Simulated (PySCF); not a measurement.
Match the calculated data to a structure.

All candidates are C9H11N.

| technique | computed result |
| --- | --- |
| Rotational structure | rotational constants A, B, C: 2.878, 1.172, 0.858 GHz [GFN2-xTB] |
| NMR, other nuclei | isotropic shieldings of nuclei other than C and H, by class: 182 (1 N) ppm [GIAO PBE0/pcSseg-1] |
| 1H NMR | chemical shifts (computed TMS as zero) by class: 7.22 (1 H), 7.20 (1 H), 6.81 (1 H), 6.50 (1 H), 3.39 (2 H), 3.26 (1 H), 2.84 (2 H), 1.94 (2 H) ppm [GIAO PBE0/pcSseg-1] |
| Dipole | 1.95 D [PBE0/pcSseg-1] |
| 13C NMR | chemical shifts (computed TMS as zero) by class: 148.8 (1 C), 135.4 (1 C), 132.7 (1 C), 122.9 (1 C), 121.6 (1 C), 117.6 (1 C), 45.6 (1 C), 31.4 (1 C), 26.0 (1 C) ppm [GIAO PBE0/pcSseg-1] |

Gas-phase values; electronic properties from PySCF, density fitting. Levels stand in brackets. One conformer (not necessarily the lowest) at the GFN2-xTB geometry, without solvent, vibrations or thermal averaging. Each NMR value is the plain mean over a class of atoms that symmetry, rotation or inversion makes alike.

Question: Which candidate is it?
A. `c1ccc(NC2CC2)cc1`
B. `CCC1=CCCC=C1C#N`
C. `c1ccc2c(c1)CCCN2`

Answer: C. It is `c1ccc2c(c1)CCCN2`. Numbering: `[cH:1]1[cH:2][cH:3][c:4]2[c:5]([cH:6]1)[CH2:7][CH2:8][CH2:9][NH:10]2`. Its formula, C9H11N, gives 5 degrees of unsaturation: 2 rings and 3 π bonds in the structure found (Kekulé form). 9 carbons fall into 9 classes; from least to most shielded: aromatic carbon bearing nitrogen [C4] (148.8 ppm), aromatic CH carbon [C6] (135.4 ppm), aromatic CH carbon [C2] (132.7 ppm), substituted aromatic carbon [C5] (122.9 ppm), aromatic CH carbon [C1] (121.6 ppm), aromatic CH carbon [C3] (117.6 ppm), ring sp3 carbon bound to nitrogen [C9] (45.6 ppm), benzylic-type carbon [C7] (31.4 ppm), ring CH2 carbon [C8] (26.0 ppm). Hydrogen classes from least to most shielded: 1 H on an aromatic CH carbon, C2 (7.22 ppm), 1 H on an aromatic CH carbon, C6 (7.20 ppm), 1 H on an aromatic CH carbon, C1 (6.81 ppm), 1 H on an aromatic CH carbon, C3 (6.50 ppm), 2 H on an sp3 carbon bound to nitrogen, C9 (3.39 ppm), 1 H on an aniline-type nitrogen, N10 (3.26 ppm), 2 H on a benzylic-type carbon, C7 (2.84 ppm), 2 H on a ring CH2 carbon, C8 (1.94 ppm). The other shieldings belong to: 182 ppm, aniline-type nitrogen [N10]. The optimised geometry has point group C1 and is an asymmetric top.

The others, at the same levels:
- `c1ccc(NC2CC2)cc1` fails: it has 6 carbon classes against 9; its computed 13C shifts are 153.1 (1 C), 134.8 (2 C), 121.8 (1 C), 116.0 (2 C), 27.6 (1 C), 9.6 (2 C) ppm, 1H shifts are 7.45 (2 H), 6.90 (1 H), 6.77 (2 H), 3.07 (1 H), 2.68 (1 H), 0.79 (2 H), 0.35 (2 H) ppm and rotational constant A is 3.799 GHz (against 2.878 GHz).
- `CCC1=CCCC=C1C#N` fails: its computed 13C shifts are 153.6 (1 C), 144.5 (1 C), 128.7 (1 C), 123.1 (1 C), 120.1 (1 C), 33.2 (1 C), 27.1 (1 C), 24.6 (1 C), 18.2 (1 C) ppm, 1H shifts are 6.99 (1 H), 5.94 (1 H), 2.41 (2 H), 2.35 (2 H), 2.26 (2 H), 1.15 (3 H) ppm and rotational constant A is 1.863 GHz (against 2.878 GHz).

Each candidate is one conformer, not necessarily the lowest. Dipoles, sizes and rotational constants follow the conformer. The torsions of the flexible species, by atom-mapped SMILES:
- `[cH:1]1[cH:2][cH:3][c:4]([NH:5][CH:6]2[CH2:7][CH2:8]2)[cH:9][cH:10]1`: C3–C4–N5–C6 168°, C4–N5–C6–C7 -144°
- `[CH3:1][CH2:2][C:3]1=[CH:4][CH2:5][CH2:6][CH:7]=[C:8]1[C:9]#[N:10]`: C1–C2–C3–C4 -107°

The conformers of `c1ccc2c(c1)CCCN2` aren't listed.
